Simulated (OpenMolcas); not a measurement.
## Zn: effect of the level shift or regulariser

```
Program             : OpenMolcas 26.06
Basis               : ANO-RCC-VTZP [6s5p3d2f1g]
Scalar Hamiltonian  : DKH2, point nucleus
Active space        : 2 electrons in 4 orbitals (4s 4p)
State averaging     : 2S+1 = 3 even, 3 roots; 2S+1 = 1 even, 1 root; 2S+1 = 3 odd, 3 roots; 2S+1 = 1 odd, 3 roots
Spin-orbit coupling : RASSI with atomic mean-field integrals over the reference wave functions, term energies averaged over their components
```

Methods on the same reference wave functions:
A. CASSCF
B. SS-CASPT2, IPEA 0.25 Eh, imaginary shift 0.1 Eh (closed shells correlated: 3d)
C. SS-CASPT2, IPEA 0.25 Eh, real shift 0.2 Eh (closed shells correlated: 3d)

Energies in cm-1 above 4s2 1S0, the measured ground level; measured values from NIST Handbook of Basic Atomic Spectroscopic Data.

```json
{"Level": "4s2 1S0", "A": "0.0", "B": "0.0", "C": "0.0", "Measured": "0.0"}
{"Level": "4s 4p 3P* 0", "A": "29056", "B": "31982", "C": "31973", "Measured": "32311"}
{"Level": "4s 4p 3P* 1", "A": "29217", "B": "32142", "C": "32133", "Measured": "32501"}
{"Level": "4s 4p 3P* 2", "A": "29541", "B": "32466", "C": "32457", "Measured": "32890"}
{"Level": "4s 4p 1P* 1", "A": "49954", "B": "50360", "C": "50376", "Measured": "46745"}
```

Deviations, from unrounded energies. A percentage is the sum of absolute deviations over the sum of measured energies, with the sign that they share, or ± where signs differ.

```csv
Against measurement,Levels,A,B,C
mean absolute deviation (cm-1),4,3300,1200,1200
other configurations (%),4,±9.1,±3.3,±3.3
```

B, C lie about equally close to measurement and A furthest from it. The largest miss of B in the table is 4s 4p 1P* 1, by +3600 cm-1. The ranking rests on the paired levels alone, and a cruder setting can come out closer through cancelling errors.

Between B and C the level of the table that moves most is 4s 4p 1P* 1, by 16 cm-1 (lowest in B, highest in C).

The lowest spin-free term lies below A's lowest term by 0.493 hartree in B, 0.493 hartree in C.

Without dynamic correlation excited terms often stand tens of per cent too high (terms of higher spin than the ground term too low), and those without a measured partner can miss by more than the paired ones (holds for A). Measured partners are found by configuration, term and J. A level has none where our copy of the source lacks it or the pairing is in doubt (some pairs that miss far off the trend of their configuration count as doubtful), and it then counts in no deviation. Levels of configurations outside the active space are missing. The table leaves out levels that lie high or whose names do not pair safely across all columns.

* marks odd parity.
